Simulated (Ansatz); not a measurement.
A run for Ansatz (a first-principles code): R-wB97M-V/def2-TZVPP on ClH3Si (SMILES [SiH3]Cl), atoms moved off the minimum.

Ansatz 0.2 input:
```yaml
crystal:
  periodic: [false, false, false]
  atoms:
    - {symbol: Si, position_ang: [-1.09277226, -0.01319256, -0.04846357]}
    - {symbol: Cl, position_ang: [1.12526627, -0.03463624, 0.03896916]}
    - {symbol: H, position_ang: [-1.40827078, -1.03129011, -1.08959964]}
    - {symbol: H, position_ang: [-1.39511313, 1.21573720, -0.36371624]}
    - {symbol: H, position_ang: [-1.58336851, -0.46021098, 1.32114563]}
basis:
  gaussian:
    orbitals: def2-TZVPP
hamiltonian:
  xc: {name: wB97M-V}
scf: {lower_state_search: off}
output: {forces: true}
```

Program output:

```
WARN ansatz: RAYON_NUM_THREADS=6 ignored (pool sized by the plan → 6); use --threads N
Functional definition: wB97M-V
these checks for a lower state are left out or cut short: stability, starts, cluster_reference, orbital_swaps, neighbouring_geometries, increment
integrals: 0.06 GiB planned
778 factors; their error is unknown
integrals: 0.10 GiB planned
157 factors; integrals over basis functions are off by at most 4.0e-5 eV
mean field: 0.56 GiB planned
mean field evaluation 1: about -20448.3982 eV, gradient 1.3e1 eV
mean field evaluation 2: about -20448.6899 eV, gradient 9.0e0 eV
mean field evaluation 4: about -20448.8463 eV, gradient 2.1e-1 eV
mean field evaluation 8: about -20448.8688 eV, gradient 2.0e-2 eV
mean field evaluation 16: about -20448.8688 eV, gradient 3.2e-6 eV
mean field -20448.86880418 eV, -751.4820678125 hartree, gradient 3.4e-6 eV, S^2 0.000000; 0 other end points of the search recorded, 0 dependent functions left out
the calculation of the forces begins
reference -20448.86884521 eV, -751.4820693202 hartree; 17, 17 occupied and 109, 109 virtual orbitals, 778 factors
Total energy: -20448.86884521 eV, -751.4820693202 hartree
Atom 0 at    -1.092772    -0.013193    -0.048464 Å, force     3.033257    -4.922403     1.653230 eV/Å
Atom 1 at     1.125266    -0.034636     0.038969 Å, force    -1.919805     0.034470    -0.013692 eV/Å
Atom 2 at    -1.408271    -1.031290    -1.089600 Å, force    -0.097292     0.354613     0.262792 eV/Å
Atom 3 at    -1.395113     1.215737    -0.363716 Å, force    -1.232453     4.187861    -1.071871 eV/Å
Atom 4 at    -1.583369    -0.460211     1.321146 Å, force     0.216294     0.345459    -0.830460 eV/Å
Dipole moment:    -0.511702     0.056733    -0.034635 e Å
Checks for a lower state left out: stability, starts, cluster_reference, orbital_swaps, neighbouring_geometries, increment
```

The calculation finished and met its thresholds.

Cost: roughly 7 core-seconds.
